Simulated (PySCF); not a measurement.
r2SCAN0 on La⁻ (lanthanum, charge -1), [Xe] 5d2 6s2, high-spin 3F determinant. All numbers are calculated (PySCF 2.14, scalar relativity through the core potential, in def2-TZVPPD with the def2 core potential (46 electrons)).

```
cycle= 1 E= -31.4792955621909  delta_E= -0.00452  |g|= 0.0147  |ddm|= 0.532
cycle= 2 E= -31.4795227945182  delta_E= -0.000227  |g|= 0.00821  |ddm|= 0.0558
cycle= 3 E= -31.4795870421581  delta_E= -6.42e-05  |g|= 0.00109  |ddm|= 0.0593
cycle= 4 E= -31.4795903138639  delta_E= -3.27e-06  |g|= 0.000182  |ddm|= 0.0174
cycle= 5 E= -31.4795905186348  delta_E= -2.05e-07  |g|= 3.54e-05  |ddm|= 0.00748
cycle= 6 E= -31.4795905297387  delta_E= -1.11e-08  |g|= 4.31e-06  |ddm|= 0.00199
cycle= 7 E= -31.4795905298654  delta_E= -1.27e-10  |g|= 3.44e-07  |ddm|= 0.000217
converged SCF energy = -31.4795905298654  <S^2> = 2.0407249  2S+1 = 3.0270282
```

Highest occupied orbital energy: 0.669 eV; ⟨L²⟩ = 12.05; populations by l: s 4.00, p 6.00, d 2.00, f 0.00.

Problem. Can this result be used?

Solution. With care. The calculation finished and met its thresholds. Energies and moments cover only the electrons outside the core potential. Spin-orbit coupling, absent here, splits the open shell strongly. At r2SCAN0 the highest occupied level has a positive energy, so only the finite basis holds that electron; in a semilocal or global hybrid functional this comes from self-interaction and does not mean that the real anion is unbound.
